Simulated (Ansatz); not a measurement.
Mulliken charges of AlFH3NO2Si (`O[Si]1(O)[NH][Al]1[F]`) from r2SCAN/def2-TZVPP in Ansatz (PBE0-D4/def2-TZVP geometry).

```json
{"atom": "O1", "x (Å)": "0.631", "y (Å)": "-0.956", "z (Å)": "1.558", "charge (e)": "-0.403"}
{"atom": "Si2", "x (Å)": "0.464", "y (Å)": "-0.227", "z (Å)": "0.092", "charge (e)": "0.573"}
{"atom": "O3", "x (Å)": "1.426", "y (Å)": "-1.135", "z (Å)": "-0.869", "charge (e)": "-0.411"}
{"atom": "N4", "x (Å)": "-1.117", "y (Å)": "0.090", "z (Å)": "-0.537", "charge (e)": "-0.395"}
{"atom": "Al5", "x (Å)": "-0.514", "y (Å)": "1.773", "z (Å)": "-0.463", "charge (e)": "0.445"}
{"atom": "F6", "x (Å)": "-1.161", "y (Å)": "3.233", "z (Å)": "-0.860", "charge (e)": "-0.329"}
{"atom": "H7", "x (Å)": "0.178", "y (Å)": "-0.542", "z (Å)": "2.295", "charge (e)": "0.206"}
{"atom": "H8", "x (Å)": "2.027", "y (Å)": "-1.728", "z (Å)": "-0.411", "charge (e)": "0.207"}
{"atom": "H9", "x (Å)": "-1.846", "y (Å)": "-0.554", "z (Å)": "-0.822", "charge (e)": "0.107"}
```

Question: By hand: the dipole of these point charges (1 e Å = 4.8032 D).

Answer: Σ q r = (0.279, -0.117, 0.371) e Å, of length 0.479 e Å = 2.30 D.

Question: How does the dipole of the full density compare? (Estimate.)

Answer: Ansatz gave: (-0.063, -0.248, 0.317) e Å, 1.96 D; the point charges give 1.17 times that, at 49° from its direction.

Point charges leave out the atoms' own dipoles, such as those of lone pairs, and Mulliken's split depends on the basis, so the two needn't agree.
